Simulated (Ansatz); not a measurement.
`[OH][Zr]([OH])([Cl])[Br]` and `C#[C][Zr]([OH])([OH])[Cl]` differ in one atom or group.

Ansatz, PBE0-D4/def2-TZVP geometries, multiplicity 1. Each molecule was computed in one conformer, which needn't be the lowest.

Elements past krypton have def2 core potentials. Scalar relativity is left out up to krypton.

| property | `[OH][Zr]([OH])([Cl])[Br]` |
| --- | --- |
| HOMO energy (B3LYP/def2-TZVPP) / eV | -8.15 |
| HOMO energy (PBE/def2-TZVPP) / eV | -7.13 |
| size of the dipole moment (ωB97M-V/def2-TZVPP) / D | 4.07 |
| HOMO energy (ωB97M-V/def2-TZVPP) / eV | -10.60 |
| HOMO energy (PBE0/def2-TZVPP) / eV | -8.42 |
| LUMO energy (PBE/def2-TZVPP) / eV | -2.17 |

Task: What does the change do to each property? (Best estimate.)

Result: The calculation gave: 
```json
{"property": "HOMO energy (B3LYP/def2-TZVPP) / eV", "`C#[C][Zr]([OH])([OH])[Cl]`": "-7.74", "shift": "0.41"}
{"property": "HOMO energy (PBE/def2-TZVPP) / eV", "`C#[C][Zr]([OH])([OH])[Cl]`": "-6.79", "shift": "0.34"}
{"property": "size of the dipole moment (ωB97M-V/def2-TZVPP) / D", "`C#[C][Zr]([OH])([OH])[Cl]`": "3.37", "shift": "-0.70"}
{"property": "HOMO energy (ωB97M-V/def2-TZVPP) / eV", "`C#[C][Zr]([OH])([OH])[Cl]`": "-10.23", "shift": "0.37"}
{"property": "HOMO energy (PBE0/def2-TZVPP) / eV", "`C#[C][Zr]([OH])([OH])[Cl]`": "-8.01", "shift": "0.41"}
{"property": "LUMO energy (PBE/def2-TZVPP) / eV", "`C#[C][Zr]([OH])([OH])[Cl]`": "-2.37", "shift": "-0.20"}
```

With PBE0 the HOMO rises by 0.41 eV and the LUMO falls by 0.20 eV, so the gap narrows by about 0.61 eV. PBE moves the HOMO by 0.34 eV and ωB97M-V by 0.37 eV. Dipoles are sizes alone; their direction can turn.

B3LYP here is the variant with VWN-RPA as its local correlation; programs differ in this.

Spin–orbit coupling is left out; it splits and shifts lone-pair levels of the heavy atoms by tenths of an eV.
